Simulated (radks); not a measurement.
Values are calculated unless marked as measured or tabulated.
Task: The mean radii <r> (bohr) of the occupied orbitals of an atom or ion are listed with their occupations. Level of theory: scalar-relativistic Kohn-Sham, SCAN, spin-unpolarised, spherical densities, finite nucleus; meta-GGA in the generalised Kohn-Sham scheme; Fermi nuclear charge, rms radius of each element as measured or else 0.836 A^(1/3) + 0.57 fm (a radial shooting solver on a logarithmic mesh with Libxc functionals).

| orbital | occ. | <r> |
|---|---|---|
| 1s | 2 | 0.1579 |
| 2p | 6 | 0.8176 |

Name the element and its charge.

Result: Z = 10, neon, charge +2: Ne2+ in [He] 2p6. The 1s radius gives Z: for a bare nucleus <r> = (2 gamma + 1)/(2Z) with gamma = sqrt(1 - (Z/c)^2), 0.1497 bohr for Z = 10, and screening makes it slightly larger (0.1579 here). The occupations add up to 8, and the charge is Z minus that.
